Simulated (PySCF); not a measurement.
C2H6GeO2, SMILES C=C[O][GeH2][OH]. Geometry: r2SCAN-D4/def2-SVP. This is a generated structure with no PubChem entry under its InChIKey; it may be hypothetical. The values are those of a single conformer.

Computed equilibrium geometry at r2SCAN-D4/def2-SVP (PySCF confirms it by a frequency run) as a Z-matrix (one conformer of several):
```
O
C 1 1.3577
C 2 1.3380 1 122.77
H 3 1.0910 2 119.74 1 -179.10
H 3 1.0932 4 119.34 2 -179.76
H 2 1.1024 3 121.06 4 0.40
Ge 1 1.7964 2 121.44 6 7.41
O 7 1.7724 1 109.46 2 70.02
H 8 0.9669 7 112.64 1 61.35
H 7 1.5285 8 104.08 9 178.57
H 7 1.5288 10 117.87 8 -125.97
```
